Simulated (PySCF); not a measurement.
**Dipole response of Cr⁺ (chromium, charge +1)**

[Ar] 3d4 4s1, high-spin 6D determinant (an excited configuration). Computed with PySCF 2.14 in aug-cc-pwCVTZ-DK with one added diffuse shell each of s, p, d, f, g type (11s10p8d5f4g, 152 functions), with scalar relativity by spin-free X2C-1e. Coupled (time-dependent) response in atomic units; α is the mean over directions.

```tsv
method	mean α (bohr³)	α xx, yy, zz	C₆ (like pair)	S(−4)
UHF	45.43	46.03, 46.03, 44.22	269.7	1882
```

S(−4) is the Cauchy moment in α(ω) = α(0) + S(−4) ω² + …

α(iu) at UHF:

```csv
u (hartree),α(iu) (bohr³)
0,45.43
0.0500,41.21
0.100,32.52
0.200,18.71
0.300,11.89
0.500,6.458
0.750,4.043
1.00,2.934
1.50,1.861
2.00,1.320
3.00,0.7732
5.00,0.3614
```

For an ion, C₆ is the dispersion term alone; charge-induced terms of lower order in 1/R come first.

The components differ because the open shell of this determinant is not spherical; for a pure term their mean is the scalar polarisability.
